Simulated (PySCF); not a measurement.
Computed IR spectrum (relative IR intensity) of a molecule C₃H₉BClN. The structure is a stationary point at B3LYP-D3(BJ)/def2-SVP. Other conformers were not sampled. All values below come from B3LYP-D3(BJ)/def2-SVP run with PySCF. Frequencies are harmonic and unscaled.

ν (cm⁻¹): 387 (vw), 468 (vw), 579 (w), 807 (w), 876 (w), 978 (w), 1053 (s), 1170 (s), 1244 (m), 1327 (m), 1430 (vw), 1437 (vw), 1443 (s), 1448 (w), 1466 (w), 1475 (w), 1477 (w), 1554 (vs), 2996 (m), 3003 (s), 3024 (vw), 3051 (m), 3057 (w), 3088 (w), 3137 (w), 3167 (w) (against the strongest line: vs over 80 %, s over 45 %, m over 15 %, w over 4 %, vw less)

**Question.** Identify the compound among the candidates.
A) CB(Cl)N(C)C
B) CCN(C)BCl
C) CC(C)NBCl

**Answer.** A, CB(Cl)N(C)C
